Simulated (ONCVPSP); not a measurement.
Before and after: ONCV potential for Be (Z = 4)

* Element: Be (Z = 4)
* Generator: ONCVPSP 4.0.1
* Type: optimised norm-conserving Vanderbilt (ONCV)
* Functional: PBE
* Relativity: scalar-relativistic
* Frozen core: [He]
* Valence charge: 2
* Reference configuration: 2s2
* Partial waves: 2s: rc 2.25 bohr, ncon 4, nbas 8, qcut 2.3 1/bohr, 1 projector; p scattering state at 0.38 Ha: rc 2.45 bohr, ncon 3, nbas 6, qcut 3.1 1/bohr, 1 projector; d scattering state at 0.02 Ha: rc 2.40 bohr, ncon 5, nbas 10, qcut 4.2 1/bohr, 2 projectors, debl 3 Ha
* Local potential: polynomial inside 1.80 bohr (lpopt 1, dvloc0 0 Ha)
* Core correction: Teter function, fcfact 6, rcfact 1.35

In the p channel the program set the typed energies aside and used 0.050 Ha.

Change: local potential polynomial inside 1.80 bohr (lpopt 1, dvloc0 4.5 Ha).

Cutoffs: the cutoffs (Ha) at which the residual kinetic energy of the hardest occupied pseudo-wave falls to 1 and 0.1 mHa per electron; they do not see the model core or the augmentation charge, which bear on the density cutoff. Errors are all-electron minus pseudo energies relative to the spin-unpolarised reference configuration.

Question: Predict the effect on cutoff, ghosts and configuration errors.

Answer: The potential gets neither clearly harder nor softer (6.6 Ha and 30 Ha → 6.6 Ha and 30 Ha); of the 3 tests that both files solve, the error grows in 0 and shrinks in 2 by more than 15 % and 0.3 meV (median size 5.3 → 2.2 meV); neither file shows a bound ghost.

| quantity | base | changed |
| --- | --- | --- |
| cutoff, loose | 6.6 Ha | 6.6 Ha |
| cutoff, tight | 30 Ha | 30 Ha |
| bound ghosts | none | none |
| GHOST(+) flags under 300 eV | none | none |
| tests with a reliable result | 3 of 4 | 3 of 4 |
| error for 2s1, meV [ΔE 9.55 eV] | +5.3 | +2.2 |
| error for 2s1.5, meV [ΔE 3.76 eV] | +1.3 | +0.6 |
| error for 2s1 2p1, meV [ΔE 3.61 eV] | -15 | -16 |
| s: phases at 2.29 bohr within 0.05 rad from the reference energy up to (Ha; the scan ends near 5) | 0.8 | 1.1 |
| p: phases at 2.49 bohr within 0.05 rad from the reference energy up to (Ha; the scan ends near 5) | 0.8 | 0.8 |
| d: phases at 2.43 bohr within 0.05 rad from the reference energy up to (Ha; the scan ends near 5) | to the end of the scan | to the end of the scan |
| rms error of d²Exc/dni dnj with the model core, mHa | 0.40 | 0.40 |
